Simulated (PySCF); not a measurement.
CH₆BFGeO.

```xyz
11

B      0.6958     0.6745     0.0000
F      2.0311     0.7294     0.0000
Ge    -0.2359    -1.1952     0.0000
H     -1.1463    -1.3727     1.2336
H     -1.1463    -1.3727    -1.2336
H      0.7924    -2.3378     0.0000
O      0.0624     1.8629     0.0000
C     -1.3443     2.0345     0.0000
H     -1.6316     2.6054     0.8951
H     -1.6316     2.6054    -0.8951
H     -1.8807     1.0712     0.0000
```
Charge 0, spin multiplicity 1.

Geometry: TPSSh-D3(BJ)/def2-SVP. This is a generated structure with no PubChem entry under its InChIKey; it may be hypothetical. Other conformers were not sampled.

Calculation: PySCF with HF/pcSseg-1. Non-relativistic, no solvent.

Q: Give the absolute GIAO shielding of each atom: isotropic value and principal components (ppm). (The exact figures need the calculation; the answer reports its results.)

A: 
```tsv
atom	σ(iso)	σ11	σ22	σ33	span
B1	80.1	52.2	89.0	99.2	47.0
F2	264.1	88.1	322.6	381.6	293.5
Ge3	1806.7	1770.0	1790.0	1860.0	89.9
H4	28.4	22.3	23.7	39.1	16.8
H5	28.4	22.3	23.7	39.1	16.8
H6	28.5	22.2	23.0	40.1	17.9
O7	204.4	-27.5	314.2	326.5	354.0
C8	139.2	116.9	117.3	183.4	66.5
H9	27.9	24.1	25.5	34.2	10.2
H10	27.9	24.1	25.5	34.2	10.2
H11	28.3	23.4	30.1	31.5	8.1
```
